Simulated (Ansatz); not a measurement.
The cluster PbI2, relaxed as a singlet with RKS PBE0-D4/def2-SVP in Ansatz, starting from the GFN1-xTB geometry. Force threshold 0.02 eV/Å.

In the def2 sets I, Pb take a core potential; there is no spin–orbit coupling. The structure comes from a short search, and lower isomers may exist.

Start:

```xyz
3

Pb   -0.810    0.772   -0.547
I     0.945    1.156    1.647
I    -0.135   -1.928   -1.100
```

(1) Estimate the energy that the relaxation releases and the steps that it takes.

(2) Does the start keep its bonding and symmetry?

(3) Predict the relaxed structure.

Results:

(1) 0.01 eV, in 3 steps; 6 s on 4 threads of Arm Neoverse V1 on a shared host. No frequencies were taken in this run, so the end may be a saddle point.

(2) By distances, no bond broke or formed. The bond that changes most is Pb1–I3, from 2.84 to 2.83 Å (atoms count from 1). Point group C2v at the start, C2v at the end, both within 0.05 Å.

(3) 
```xyz
3

Pb   -0.779    0.742   -0.526
I     0.942    1.205    1.668
I    -0.163   -1.947   -1.141
```
Bond lengths: 2 × I–Pb 2.83 Å.
